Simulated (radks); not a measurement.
Problem. The mean radii <r> (bohr) of the occupied orbitals of an atom or ion are listed with their occupations. Method: scalar-relativistic Kohn-Sham, PBEsol, spin-unpolarised, spherical densities, point nucleus; computed with a radial shooting solver on a logarithmic mesh with Libxc functionals.

orbital  occ.      <r>
1s          2  0.03187
2s          2   0.1384
2p          6   0.1207
3s          2   0.3796
3p          6   0.3789
3d         10   0.3578
4s          2   0.9453
4p          6    1.040
4d          9    1.460

Name the element and its charge.

Solution. Z = 46, palladium, charge +1: Pd+ in [Kr] 4d9. The 1s radius gives Z: for a bare nucleus <r> = (2 gamma + 1)/(2Z) with gamma = sqrt(1 - (Z/c)^2), 0.03135 bohr for Z = 46, and screening makes it slightly larger (0.03187 here). The occupations add up to 45, and the charge is Z minus that.
